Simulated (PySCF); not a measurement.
Ligands exchanged one at a time, Ge Cl-SH. Gas-phase values, no solvent. One relaxed conformer stands for each flexible species; it need not be the lowest. Strings in code marks are SMILES.

Calculation: PySCF 2.14.0 with PBE-D3(BJ)/def2-TZVP // PBE0-D3(BJ)/def2-TZVP. All candidates: neutral, multiplicity 1. 

```yaml
HOMO–LUMO gap: 4.17 eV
HOMO: -6.87 eV
LUMO: -2.70 eV
```

Task: Identify which member has these values.
A. `[SH][Ge]([SH])([Cl])[Cl]` (H–S–Ge–Cl torsion -83°, Cl–Ge–S–H torsion -178°)
B. `[Cl][Ge]([Cl])([Cl])[Cl]`
C. `[SH][Ge]([SH])([SH])[SH]`
D. `[SH][Ge]([Cl])([Cl])[Cl]`

Result: A, `[SH][Ge]([SH])([Cl])[Cl]` (H–S–Ge–Cl torsion -83°, Cl–Ge–S–H torsion -178°). The others give `[Cl][Ge]([Cl])([Cl])[Cl]`: 5.00 eV, -8.20 eV, -3.20 eV; `[SH][Ge]([SH])([SH])[SH]`: 3.83 eV, -6.20 eV, -2.36 eV; `[SH][Ge]([Cl])([Cl])[Cl]`: 4.13 eV, -7.06 eV, -2.93 eV
